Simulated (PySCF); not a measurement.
Sn(Me)(OH)3 (CH6O3Sn), SMILES [OH][Sn]([CH3])([OH])[OH]. Heavy atoms are numbered as in [CH3:1][Sn:2]([OH:3])([OH:4])[OH:5]. Hydrogens are named by the atom that carries them.

The structure is a stationary point at B3LYP-D3(BJ)/def2-SVP. The structure was generated by enumeration; whether it is a known compound was not checked. The def2 effective core potentials stand for the cores of Sn; spin–orbit coupling is left out. Other conformers were not sampled.

Method: PBE0/def2-TZVP (PySCF).

ESP charges are fitted to the potential on shells at 1.4 to 2.0 van der Waals radii. Atomic charges (e), one atom of each kind:

```
atom      ESP fit  Löwdin
--------  -------  ------
C1 (CH3)      ___   -0.50
Sn2           ___    0.66
O3 (OH)       ___   -0.35
H on C1      0.18    0.14
H on O3      0.39    0.16
```

### Question
Some entries are withheld; supply them. (An estimate is asked for; the answer gives what the named calculation found.)

### Answer

- C1 (CH3), ESP fit: -0.64
- Sn2, ESP fit: 1.24
- O3 (OH), ESP fit: -0.77
